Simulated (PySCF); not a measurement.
Frontier orbitals and the lowest excitations

H8P4Si2.
Numbering: `[SiH3:1][P:2]1[PH:3][PH:4][P:5]1[SiH3:6]` (hydrogens: H7, H8, H9 on Si1; H10 on P3; H11 on P4; H12, H13, H14 on Si6)

Structure used (GFN2-xTB), in Å, numbered top down from 1:
```xyz
14
H8P4Si2 angstrom
Si     2.5325    0.9130   -0.2403
P      0.4755    0.4715   -1.0791
P      0.2889   -1.7170   -0.7874
P     -0.0079   -1.3431    1.3483
P     -0.5821    0.7369    0.8419
Si    -2.6608    0.4955   -0.0257
H      2.7390    0.2182    1.0406
H      3.4675    0.4081   -1.2537
H      2.5604    2.3664   -0.0831
H      1.6509   -2.0205   -0.6793
H     -1.2905   -1.8995    1.4001
H     -2.7121   -0.6340   -0.9677
H     -3.5200    0.2348    1.1361
H     -2.9419    1.7690   -0.6878
```

Computed with PySCF, TDDFT wB97X-D/def2-SVPD, vertical, gas phase, core orbitals frozen in the response.

Frontier orbitals with the atoms that hold most of them (Löwdin shares over 4%, at most four atoms; ? is withheld):

```csv
orbital,ε (eV),atoms
LUMO+2,1.17,"Si1 15%, P2 15%, Si6 15%, P5 14%"
LUMO+1,0.33,"P2 23%, P5 23%, P4 19%, P3 19%"
LUMO,?,?
HOMO,-7.83,"P5 21%, P2 21%, P3 20%, P4 20%"
HOMO-1,-8.91,?
HOMO-2,-9.93,"P3 24%, P4 23%, P5 17%, P2 17%"
HOMO-3,-9.97,"P2 25%, P5 24%, Si1 11%, Si6 11%"
```

Question: Which atoms hold the LUMO, and with what shares?

Answer: P4 (bonded to 2 P and H) 22%; P3 (bonded to 2 P and H) 22%; P5 (bonded to 2 P and Si) 18%; P2 (bonded to 2 P and Si) 18%.

Question: Give the leading atoms of the HOMO-1.

Answer: P2 (bonded to 2 P and Si) 27%; P5 (bonded to 2 P and Si) 27%; P4 (bonded to 2 P and H) 16%; P3 (bonded to 2 P and H) 16%.

Question: What is the LUMO energy, and the HOMO–LUMO gap?

Answer: ε(LUMO) = 0.21 eV; the gap is 8.04 eV (0.2955 hartree).

Question: The HOMO–LUMO gap is 8.04 eV. Where does the response calculation put the lowest singlet, and from which orbitals?

Answer: S1 is at 3.65 eV (f = 0.0014), 4.39 eV below the gap, made of HOMO→LUMO (98%). Without the coupling terms of the response equations the lowest excitation would equal the gap.

Question: Give energy, strength and leading configuration of S1, S2, S3 and S4, and follow the Löwdin shares of the leading atoms from the occupied to the empty orbital.

Answer: 
- S1 (3.65 eV, f 0.0014), HOMO→LUMO (98%): P5 21% → 18%, P2 21% → 18%, P4 20% → 22%, P3 20% → 22%
- S2 (3.80 eV, f 0.0021), HOMO→LUMO+1 (96%): P5 21% → 23%, P2 21% → 23%
- S3 (4.70 eV, f 0.0006), HOMO-1→LUMO+1 (96%): P2 27% → 23%, P5 27% → 23%
- S4 (4.74 eV, f 0.0014), HOMO-1→LUMO (92%): P2 27% → 18%, P5 27% → 18%, P4 16% → 22%, P3 16% → 22%

The run took 70 s on one thread, Arm Neoverse N1 (aarch64), shared host with 64 logical CPUs at a one-minute load of 60, and the process peaked at 0.91 GiB of memory.

One conformer stands for the species.
